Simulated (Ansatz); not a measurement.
Cost and result up the ladder for Sn₂F₄ (6 atoms). Charge 0, multiplicity 1. Geometry: PBE0-D4/def2-SVP.

```xyz
6

Sn    1.7082    0.6964    0.0559
Sn   -1.0905   -1.0428   -1.0627
F     0.7622   -1.2395    0.0204
F    -0.0452    0.8375   -1.1893
F    -2.0623   -0.4925    0.5301
F     0.7277    1.2409    1.6454
```

Ansatz on 4 threads of AMD EPYC 9R45 on a shared host. Times are rough, and most runs start from the orbitals of an earlier one. ωB97M-V/def2-TZVP serves as the yardstick here, not as an exact answer. Differences are given only for rows in sets of like size (and for xTB, whose basis is part of the method), since another set adds its own error. Binding counts from free atoms at the same level (Sn triplet, F doublet; other spins of the atoms weren't run), without zero-point energy or a counterpoise term.

In the def2 sets Sn takes a core potential; there is no spin–orbit coupling. Correlated methods freeze 12 core orbitals; core or outer-core shells of Sn are correlated, in sets that lack core-valence functions. The rows differ in basis, and correlated rows in double-zeta sets carry the largest basis error. Another isomer (singlet) lies 0.13 eV lower at PBE0-D4/def2-TZVP; other spin states weren't run for this one.

Correlated methods converge slowly with the basis, most of all in double-zeta sets.

| level | functions | wall time | binding energy per atom (eV) | difference from ωB97M-V/def2-TZVP (eV) |
| --- | --- | --- | --- | --- |
| revPBE-D4/def2-TZVP | 224 | 0.7 s | 3.72 | -0.01 |
| PBE-D4/def2-TZVP (with forces) | 224 | 0.9 s | 3.89 | 0.16 |
| PBE0-D4/def2-TZVP | 224 | 1.1 s | 3.65 | -0.08 |
| r2SCAN-D4/def2-TZVP | 224 | 1.2 s | 3.76 | 0.03 |
| ωB97M-V/def2-TZVP | 224 | 2.9 s | 3.73 | 0.00 |
| CCSD(T)/def2-SVP | 108 | 4.5 s | 3.39 | – |
